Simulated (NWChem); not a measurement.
Correlation energy of isocyanic acid (CHNO)

SMILES: N=C=O
```xyz
4

N      1.1600    -0.0732     0.0000
C     -0.0468     0.0195     0.0000
O     -1.2104    -0.0341     0.0000
H      1.8440     0.6681     0.0000
```
Charge 0, spin multiplicity 1.

The numbers come from NWChem runs, not from measurements. Structure: optimised with PBE0/def2-SVP, a minimum by its harmonic frequencies.

Basis set: cc-pVTZ. Each correlation energy counts from its own Hartree-Fock reference.

The correlated methods keep 3 core orbitals frozen. Coupled-cluster values serve here as a point of comparison, not as the truth.

Q: Order these methods by the correlation energy they give, lowest first: RI-MP2, SCS-MP2, CR-CCSD[T], CR-CCSD(T), CCSD.

A: CR-CCSD[T] (-598.6 mHa), CR-CCSD(T) (-597.1 mHa), RI-MP2 (-577.7 mHa), CCSD (-574.7 mHa), SCS-MP2 (-561.7 mHa)
